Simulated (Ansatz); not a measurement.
A nudged elastic band was laid between two geometries of BCl2F + H2 (6 atoms, charge 0, multiplicity 1).

Computed with RKS PBE/def2-SVP in Ansatz 0.2.0.

```
movable images  : 7
climbing image  : yes
spring          : 5.0 eV/Å²
optimiser       : quadratic models (default)
start path      : through a guess of the saddle point
force threshold : 0.05 eV/Å
iteration limit : 60
end points      : relaxed
```

Image 0:

```xyz
6
Properties=species:S:1:pos:R:3
B 0.008 0.562 0.082
Cl -0.033 0.940 1.796
Cl 1.505 0.611 -0.831
F -1.118 0.241 -0.537
H 0.412 -2.639 0.629
H 0.286 -2.322 1.318
```

Image 8:

```xyz
6
Properties=species:S:1:pos:R:3
B 0.119 -0.357 -0.612
Cl 0.058 -0.116 2.608
Cl 1.531 0.618 -0.987
F -1.085 0.176 -0.741
H 0.237 -1.528 -0.322
H 0.200 -1.401 2.509
```

What changes between the two ends?

Bonds broken: B1–Cl2, H5–H6. Bonds formed: B1–H5, Cl2–H6. BCl2F + H2 becomes BClFH + ClH.

Give the energies along the band, and the barrier.

The forces met the threshold. The highest image is number 4 of 0 to 8, 30.8 kcal/mol above the first end and 15.8 kcal/mol above the last; the last end lies 15.0 kcal/mol above the first. A vibrational analysis at the climbing image gives one clearly imaginary mode, 726i cm⁻¹: a first-order saddle point. The orbitals stay closed-shell, which can raise the energy where a bond breaks towards radicals; this wasn't checked here.

```
image  path coordinate (Å)  energy (kcal/mol)  B1–Cl2 (Å)  H5–H6 (Å)  B1–H5 (Å)
    0                 0.00                0.0        1.76       0.77       3.27
    1                 0.56                0.5        1.76       0.77       2.77
    2                 1.12                3.9        1.77       0.77       2.26
    3                 1.69               15.3        1.84       0.80       1.71
    4                 2.25               30.8        2.13       1.08       1.32
    5                 2.72               21.8        2.54       1.47       1.23
    6                 3.18               16.5        2.97       1.85       1.22
    7                 3.65               15.4        3.19       2.35       1.21
    8                 4.11               15.0        3.23       2.83       1.21
```

What is the geometry of the highest image?


```xyz
6
Properties=species:S:1:pos:R:3:forces:R:3
B 0.108 -0.304 0.027 0.00 0.00 0.00
Cl 0.080 0.149 2.105 0.00 0.00 0.00
Cl 1.585 0.310 -0.737 0.00 0.00 0.00
F -1.099 -0.010 -0.465 0.00 0.00 0.00
H 0.225 -1.600 0.272 0.00 0.00 0.00
H 0.161 -1.151 1.254 0.00 0.00 0.00
```

What are the harmonic wavenumbers there?

726i, 186, 274, 384, 669, 751, 831, 1023, 1259, 1326, 1595, 2125 cm⁻¹.

Run time: 5.5 min on 1 thread of Arm Neoverse V2 (shared host), peak memory 0.13 GiB.
